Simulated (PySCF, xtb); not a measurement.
Te(OMe)2 (C₂H₆O₂Te), SMILES [Te](OC)OC. Other conformers were not sampled.

Harmonic wavenumbers (cm⁻¹) from xtb with GFN2-xTB at its own minimum, in rising order: 60, 93, 127, 154, 206, 258, 275, 474, 504, 1018, 1033, 1129, 1129, 1136, 1141, 1404, 1405, 1468, 1468, 1477, 1480, 2946, 2948, 2955, 2956, 2981, 2982.

What does PySCF with PBE0-D3(BJ)/def2-SVP give at its own minimum? (Estimate from the structure and the level; the computed values follow.)

63, 102, 118, 152, 229, 287, 300, 557, 574, 1100, 1113, 1170, 1171, 1181, 1181, 1449, 1450, 1456, 1457, 1478, 1482, 3013, 3015, 3102, 3103, 3132, 3132. Paired by order, the mean absolute difference is 53 cm⁻¹ and the zero-point energies are 50.3 and 52.3 kcal/mol.
